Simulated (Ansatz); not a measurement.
`[CH3][In]([NH2])[GeH3]`. Charge 0, multiplicity 1. In takes the def2 core potential. All single points use the PBE0-D4/def2-TZVP geometry. It is one conformer, not always the lowest.

```xyz
12

C     0.361   -0.158   -2.224
In    0.053    0.199   -0.127
N     0.256    2.122    0.441
Ge   -0.537   -1.430    1.803
H     1.173   -0.872   -2.370
H     0.611    0.773   -2.733
H    -0.543   -0.576   -2.671
H     0.484    2.879   -0.182
H     0.142    2.451    1.385
H    -0.686   -0.704    3.155
H    -1.861   -2.172    1.536
H     0.547   -2.512    1.985
```

Problem. What is the dipole moment at ωB97M-V/def2-TZVPP? (Best estimate.)

Solution. Computed: 0.94 D, with components (0.21, 0.48, -0.77) D in this frame, pointing from negative to positive charge.

Problem. And with PBE, r2SCAN, B3LYP? (Best estimate.)

Solution. The calculation gave: PBE 1.07 D, r2SCAN 1.03 D, B3LYP 1.01 D.

Problem. Give the Mulliken charges with ωB97M-V, PBE, B3LYP in def2-TZVPP. (Estimate.)

Solution. Computed: 
| atom | ωB97M-V | PBE | B3LYP |
| --- | --- | --- | --- |
| C1 | -0.60 | -0.55 | -0.57 |
| In2 | 0.59 | 0.58 | 0.64 |
| N3 | -0.49 | -0.50 | -0.52 |
| Ge4 | -0.13 | -0.11 | -0.09 |
| H5 | 0.13 | 0.11 | 0.11 |
| H6 | 0.13 | 0.11 | 0.11 |
| H7 | 0.13 | 0.11 | 0.11 |
| H8 | 0.11 | 0.14 | 0.13 |
| H9 | 0.12 | 0.15 | 0.14 |
| H10 | 0.01 | -0.02 | -0.02 |
| H11 | 0.01 | -0.01 | -0.02 |
| H12 | 0.01 | -0.01 | -0.02 |

B3LYP here is the variant with VWN-RPA as its local correlation; programs differ in this.
